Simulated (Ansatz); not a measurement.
`[GeH3][SeH]` + H₂Se → `[SeH][SeH]` + GeH₄ at 298.15 K and 1 bar (ligand exchange at the Se–Ge bond).

Gas-phase electronic energies from Ansatz, PBE0-D4/def2-TZVP geometries. CBS: MP2 limit from def2 TZ/QZ plus the TZ coupled-cluster correction, frozen cores. For Ge, Se outer-core shells are correlated without core-valence functions, which leaves a few kJ/mol of doubt a bond. Scalar relativity is left out up to krypton.

```json
{"species": "`[GeH3][SeH]`", "CCSD(T)/CBS energy (Eh)": "-4479.23116", "H − E (kJ/mol)": "96.5", "S (J/(mol·K))": "300.6"}
{"species": "H₂Se", "CCSD(T)/CBS energy (Eh)": "-2401.89790", "H − E (kJ/mol)": "45.8", "S (J/(mol·K))": "219.1"}
{"species": "`[SeH][SeH]`", "CCSD(T)/CBS energy (Eh)": "-4802.61264", "H − E (kJ/mol)": "54.2", "S (J/(mol·K))": "278.2"}
{"species": "GeH₄", "CCSD(T)/CBS energy (Eh)": "-2078.49493", "H − E (kJ/mol)": "88.5", "S (J/(mol·K))": "217.3"}
```

H − E and S are ideal-gas, rigid-rotor, harmonic terms from PBE0-D4/def2-TZVP, for one conformer and one mirror image of each species. 1 Eh = 2625.50 kJ/mol, R = 8.31446 J/(mol·K).

Question: By hand: ΔE, ΔH, ΔS and ΔG.

Answer: ΔE = (-4802.61264) + (-2078.49493) − (-4479.23116) − (-2401.89790) = 0.02149 Eh = 56.4 kJ/mol. Δ(H − E) = 54.2 + 88.5 − 96.5 − 45.8 = 0.4, so ΔH = 56.8 kJ/mol. ΔS = 278.2 + 217.3 − 300.6 − 219.1 = -24.2 J/(mol·K). ΔG = 56.8 − 298.15 × (-24.2)/1000 = 64.0 kJ/mol.

Question: By hand: the equilibrium constant, and the temperature at which ΔG would vanish if ΔH and ΔS stayed fixed.

Answer: log₁₀ K = −ΔG/(RT ln 10) = -11.2. ΔH and −TΔS have one sign here, so there is no such temperature.

ΔH outweighs TΔS. A doubt of 5 kJ/mol in ΔE shifts log₁₀ K by 0.9 here. Other conformers and mirror images would add mixing entropy, several J/(mol·K) or more a flexible species. These are equilibria of isolated gas molecules and say nothing of rates. Largest T1 diagnostic: 0.012 (customary marks: 0.02 for closed shells, 0.045 for open ones).
